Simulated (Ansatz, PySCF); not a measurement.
Dissociation curve of SMILES [GaH3] (H3Ga). The Ga1–H4 bond (Ga1 also carries H, H; H4 carries nothing else) is varied alone, starting from the PBE0/def2-TZVP optimised geometry.

Computed with: UHF/cc-pVDZ (PySCF); RHF/cc-pVDZ (PySCF); UKS-BLYP = unrestricted BLYP/cc-pVDZ in PySCF 2.14.0; RKS-BLYP = restricted BLYP/cc-pVDZ (PySCF); UKS-TPSSh = unrestricted TPSSh/cc-pVDZ run with PySCF 2.14.0; RKS-TPSSh = restricted TPSSh/cc-pVDZ (PySCF); UKS-wB97X-V = unrestricted wB97X-V/cc-pVDZ (PySCF); RKS-wB97X-V = restricted wB97X-V/cc-pVDZ (PySCF); UKS-PBE = unrestricted PBE/cc-pVDZ (Ansatz, a quantum-chemistry and plane-wave program); RKS-PBE = restricted PBE/cc-pVDZ run with Ansatz; UKS-B3LYP/6-31G* = unrestricted B3LYP/6-31G*, spherical d (PySCF); RKS-B3LYP/6-31G* = PySCF 2.14.0 with restricted B3LYP/6-31G*, spherical d; UKS-BP86/6-31G* = unrestricted BP86/6-31G*, spherical d (PySCF); RKS-BP86/6-31G* = restricted BP86/6-31G*, spherical d run with PySCF 2.14.0; UKS-LDA (SVWN5)/6-31G* = unrestricted LDA (SVWN5)/6-31G*, spherical d (PySCF); RKS-LDA (SVWN5)/6-31G* = restricted LDA (SVWN5)/6-31G*, spherical d (PySCF 2.14.0).

Scanned distances (Å): 1.26, 1.34, 1.41, 1.47, 1.52, 1.57, 1.60, 1.68, 1.74, 1.80, 1.92, 2.10, 2.34, 2.62, 2.80, 3.16, 3.43, 3.80, 4.28, 4.73, 5.51.

Task: Where does the unrestricted solution first break spin symmetry (<S²> of 0.01 or more)?

Result: UHF: between 2.10 and 2.34 Å; UKS-BLYP: between 2.80 and 3.16 Å; UKS-TPSSh: between 2.34 and 2.62 Å; UKS-wB97X-V: between 2.34 and 2.62 Å; UKS-PBE: between 2.80 and 3.16 Å; UKS-B3LYP/6-31G*: between 2.62 and 2.80 Å; UKS-BP86/6-31G*: between 2.80 and 3.16 Å; UKS-LDA (SVWN5)/6-31G*: between 2.80 and 3.16 Å.

| R / Å | <S²> UHF | E(RHF) − E(UHF) / kJ/mol | <S²> UKS-BLYP | E(RKS-BLYP) − E(UKS-BLYP) / kJ/mol | <S²> UKS-TPSSh | E(RKS-TPSSh) − E(UKS-TPSSh) / kJ/mol | <S²> UKS-wB97X-V | E(RKS-wB97X-V) − E(UKS-wB97X-V) / kJ/mol | <S²> UKS-PBE | E(RKS-PBE) − E(UKS-PBE) / kJ/mol | <S²> UKS-B3LYP/6-31G* | E(RKS-B3LYP/6-31G*) − E(UKS-B3LYP/6-31G*) / kJ/mol | <S²> UKS-BP86/6-31G* | E(RKS-BP86/6-31G*) − E(UKS-BP86/6-31G*) / kJ/mol | <S²> UKS-LDA (SVWN5)/6-31G* | E(RKS-LDA (SVWN5)/6-31G*) − E(UKS-LDA (SVWN5)/6-31G*) / kJ/mol |
|---|---|---|---|---|---|---|---|---|---|---|---|---|---|---|---|---|
| 1.26 | 0.00 | 0.0 | 0.00 | 0.0 | 0.00 | 0.0 | 0.00 | 0.0 | 0.00 | 0.0 | 0.00 | 0.0 | 0.00 | 0.0 | 0.00 | 0.0 |
| 1.34 | 0.00 | 0.0 | 0.00 | 0.0 | 0.00 | 0.0 | 0.00 | 0.0 | 0.00 | 0.0 | 0.00 | 0.0 | 0.00 | 0.0 | 0.00 | 0.0 |
| 1.41 | 0.00 | 0.0 | 0.00 | 0.0 | 0.00 | 0.0 | 0.00 | 0.0 | 0.00 | 0.0 | 0.00 | 0.0 | 0.00 | 0.0 | 0.00 | 0.0 |
| 1.47 | 0.00 | 0.0 | 0.00 | 0.0 | 0.00 | 0.0 | 0.00 | 0.0 | 0.00 | 0.0 | 0.00 | 0.0 | 0.00 | 0.0 | 0.00 | 0.0 |
| 1.52 | 0.00 | 0.0 | 0.00 | 0.0 | 0.00 | 0.0 | 0.00 | 0.0 | 0.00 | 0.0 | 0.00 | 0.0 | 0.00 | 0.0 | 0.00 | 0.0 |
| 1.57 | 0.00 | 0.0 | 0.00 | 0.0 | 0.00 | 0.0 | 0.00 | 0.0 | 0.00 | 0.0 | 0.00 | 0.0 | 0.00 | 0.0 | 0.00 | 0.0 |
| 1.60 | 0.00 | 0.0 | 0.00 | 0.0 | 0.00 | 0.0 | 0.00 | 0.0 | 0.00 | 0.0 | 0.00 | 0.0 | 0.00 | 0.0 | 0.00 | 0.0 |
| 1.68 | 0.00 | 0.0 | 0.00 | 0.0 | 0.00 | 0.0 | 0.00 | 0.0 | 0.00 | 0.0 | 0.00 | 0.0 | 0.00 | 0.0 | 0.00 | 0.0 |
| 1.74 | 0.00 | 0.0 | 0.00 | 0.0 | 0.00 | 0.0 | 0.00 | 0.0 | 0.00 | 0.0 | 0.00 | 0.0 | 0.00 | 0.0 | 0.00 | 0.0 |
| 1.80 | 0.00 | 0.0 | 0.00 | 0.0 | 0.00 | 0.0 | 0.00 | 0.0 | 0.00 | 0.0 | 0.00 | 0.0 | 0.00 | 0.0 | 0.00 | 0.0 |
| 1.92 | 0.00 | 0.0 | 0.00 | 0.0 | 0.00 | 0.0 | 0.00 | 0.0 | 0.00 | 0.0 | 0.00 | 0.0 | 0.00 | 0.0 | 0.00 | 0.0 |
| 2.10 | 0.00 | 0.0 | 0.00 | 0.0 | 0.00 | 0.0 | 0.00 | 0.0 | 0.00 | 0.0 | 0.00 | 0.0 | 0.00 | 0.0 | 0.00 | 0.0 |
| 2.34 | 0.19 | 2.7 | 0.00 | 0.0 | 0.00 | 0.0 | 0.00 | 0.0 | 0.00 | 0.0 | 0.00 | 0.0 | 0.00 | 0.0 | 0.00 | 0.0 |
| 2.62 | 0.59 | 35.7 | 0.00 | 0.0 | 0.01 | 0.0 | 0.02 | 0.0 | 0.00 | 0.0 | 0.00 | 0.0 | 0.00 | 0.0 | 0.00 | 0.0 |
| 2.80 | 0.73 | 66.9 | 0.00 | 0.0 | 0.38 | 6.5 | 0.37 | 7.8 | 0.00 | 0.0 | 0.24 | 3.1 | 0.00 | 0.0 | 0.00 | 0.0 |
| 3.16 | 0.89 | 135.0 | 0.44 | 8.8 | 0.67 | 34.8 | 0.75 | 46.9 | 0.53 | 10.2 | 0.63 | 25.9 | 0.47 | 8.2 | 0.36 | 3.9 |
| 3.43 | 0.94 | 184.1 | 0.66 | 21.9 | 0.77 | 57.5 | 0.88 | 83.8 | 0.76 | 27.2 | 0.79 | 48.3 | 0.71 | 23.2 | 0.63 | 16.7 |
| 3.80 | 0.98 | 244.0 | 0.83 | 41.0 | 0.86 | 85.0 | 0.96 | 133.4 | 0.92 | 52.0 | 0.91 | 78.5 | 0.88 | 45.6 | 0.83 | 37.7 |
| 4.28 | 1.00 | 307.5 | 0.95 | 62.1 | 0.91 | 112.2 | 0.99 | 188.7 | 0.98 | 79.1 | 0.98 | 111.0 | 0.97 | 70.4 | 0.95 | 61.9 |
| 4.73 | 1.00 | 353.6 | 0.99 | 76.9 | 0.94 | 129.5 | 1.00 | 229.5 | 1.00 | 96.4 | 0.99 | 133.3 | 0.99 | 86.9 | 0.98 | 78.8 |
| 5.51 | 1.00 | 408.8 | 1.00 | 92.0 | 0.96 | 146.8 | 1.00 | 278.2 | 1.00 | 113.2 | 1.00 | 156.7 | 1.00 | 102.7 | 1.00 | 95.4 |
